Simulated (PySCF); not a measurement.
## Peak assignment

Bonds (- single, = double, # triple, : aromatic): Si1-N2, N2-Si3, Si3-C4, C4=C5, C5-C6, C6-O7, O7-Si8, C6=C9, C9-Si3. Si1 carries H10, H11, H12; N2 carries H13; Si3 carries H14; C4 carries H15; C5 carries H16; Si8 carries H17, H18, H19; C9 carries H20. Stereochemistry as in [SiH3]N[Si@@H]1C=CC(O[SiH3])=C1.

Theoretical values (PySCF 2.14.0 with density-fitted response routines): PBE0/pcSseg-1 with gauge-including orbitals, geometry from GFN2-xTB. A single conformation, relativity neglected, one averaged value for each set of equivalent atoms, no solvent model.

Referencing at the same level of theory: 13C, 1H vs TMS.

Q: Assign these signals to the numbered atoms. 13C{1H} NMR (computed): δ 176.7 (C), 154.1 (CH), 142.5 (CH), 92.9 (CH).

A: 
176.7 → C6, alkene carbon bearing oxygen: an sp2 carbon further deshielded by the attached heteroatom
154.1 → C5, alkene CH: as expected for a trigonal carbon in a double bond
142.5 → C4, alkene CH
92.9 → C9, β carbon of an enol-ether or enamine type C=C: the O or N lone pair pushes π density onto this β carbon and shields it

Q: Assign these signals to the numbered atoms. 1H NMR (500 MHz, computed): δ 6.81 (d, 1H), 6.39 (m, 1H), 5.21 (m, 1H), 4.97 (s, 3H), 4.85 (s, 3H), 4.19 (d, 1H), -0.03 (br s, 1H).

A: 
| δ (ppm) | atoms | environment | reason |
| --- | --- | --- | --- |
| 6.81 | H16 | hydrogen on an alkene CH | attached to an sp2 carbon and in the plane of the double bond |
| 6.39 | H15 | hydrogen on an alkene CH | – |
| 5.21 | H14 | hydrogen on a silicon bonded to 2 C, N, in a 5-membered ring | – |
| 4.97 | H17/H18/H19 | hydrogen on a silicon bonded to O | – |
| 4.85 | H10/H11/H12 | hydrogen on a silicon bonded to N | – |
| 4.19 | H20 | hydrogen on a β carbon of an enol-ether or enamine type C=C | lone-pair donation from O or N shields it, upfield of ordinary alkene protons |
| -0.03 | H13 | hydrogen on a nitrogen bonded to 2 Si | labile proton, position sensitive to the medium |

OH/NH shifts are gas-phase values; hydrogen bonding in solution moves them, usually downfield. Shifts are as computed. Against solution values, carbons near 30 ppm lie about +3 ppm off and those near 130 ppm about +5 ppm. Of 1309 compounds with measured shifts, 239 miss one by over three times the rms of a fit or turn the order of signals round; such compounds aren't used in these exercises. Multiplicities follow the n + 1 count of equivalent neighbours, as no J values were calculated; m marks all less simple cases, F and P coupling included.
